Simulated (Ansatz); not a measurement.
Species: dimethylsilane, C2H8Si, charge 0, multiplicity 1. 
Coordinates optimised at B3LYP-D3(BJ)/def2-TZVP (Ansatz, a quantum-chemistry and plane-wave program):
SMILES: C[SiH2]C
```xyz
11

Si     0.0842     0.5358     0.0835
C     -1.6066    -0.2779     0.0432
C      1.4496    -0.7206    -0.1988
H      0.1538     1.5883    -0.9636
H      0.2845     1.1995     1.3982
H     -1.7855    -0.7568    -0.9220
H     -1.6892    -1.0432     0.8180
H     -2.4007     0.4529     0.2074
H      1.4315    -1.4952     0.5709
H      1.3352    -1.2088    -1.1691
H      2.4330    -0.2473    -0.1754
```

Parts of the frozen-core correlation energy in 6-31G (Ansatz, hartree). Frozen orbitals: 7; correlated occupied orbitals by spin: 10 and 10; virtual: 30 and 30. No spin-orbit coupling. No relativistic terms.

```json
[
 {"term": "reference (HF)", "value": "-369.24327"},
 {"term": "MP2 opposite-spin", "value": "-0.19715"},
 {"term": "MP2 same-spin", "value": "-0.04321"},
 {"term": "CCSD correlation", "value": "-0.28445"},
 {"term": "(T)", "value": "-0.00542"},
 {"term": "T1 diagnostic", "value": "0.007"},
 {"term": "largest doubles amplitude", "value": "0.031"}
]
```
